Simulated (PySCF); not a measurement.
# Bond curve of SnCl⁺

Set-up: PySCF, scalar-relativistic core potentials, basis sets Sn def2-SVP with ECP28, Cl def2-SVP. Energies in eV from Sn⁺ + Cl in their ground configurations at the same level. State: ¹Σ⁺ (singlet), closed shell.

All columns are PBE0. A positive dipole points towards Cl; it is taken about the centre of mass and depends on that origin.

| R (Å) | E (eV) | μ (D) | Mulliken charge on Sn (basis-dependent) | HOMO (eV) | LUMO (eV) | Mayer bond order | ⟨S²⟩ |
| --- | --- | --- | --- | --- | --- | --- | --- |
| 1.977 | -2.701 | -1.00 | 0.95 | -14.99 | -8.61 | 1.62 | 0.00 |
| 2.069 | -3.504 | -1.55 | 1.00 | -15.11 | -8.76 | 1.57 | 0.00 |
| 2.161 | -3.942 | -2.11 | 1.04 | -15.16 | -8.90 | 1.52 | 0.00 |
| 2.230 | -4.095 | -2.51 | 1.07 | -15.16 | -9.01 | 1.49 | 0.00 |
| 2.299 | -4.137 | -2.90 | 1.10 | -15.12 | -9.11 | 1.46 | 0.00 |
| 2.368 | -4.092 | -3.28 | 1.12 | -14.81 | -9.21 | 1.43 | 0.00 |
| 2.460 | -3.936 | -3.76 | 1.14 | -14.44 | -9.33 | 1.40 | 0.00 |
| 2.575 | -3.635 | -4.31 | 1.16 | -14.02 | -9.48 | 1.37 | 0.00 |
| 2.713 | -3.190 | -4.92 | 1.18 | -13.58 | -9.64 | 1.34 | 0.00 |
| 2.897 | -2.543 | -5.63 | 1.18 | -13.09 | -9.83 | 1.32 | 0.00 |

A fit through these points gives, at Re = 2.295 Å, μ = -2.87 D and dμ/dR = -5.59 D/Å; the reduced mass is 27.07 u.

How strong is the fundamental in the double-harmonic approximation, I = 42.26·(dμ/dR)²/μred km/mol?

I = 42.26·(-5.59)²/27.07 = 48.8 km/mol at PBE0.

These are scalar-relativistic numbers at best; spin–orbit coupling would shift them, the dissociation energy most. For an ion De counts to the pair picked by the measured ionisation energies or electron affinities, which need not be the lowest pair at this level.
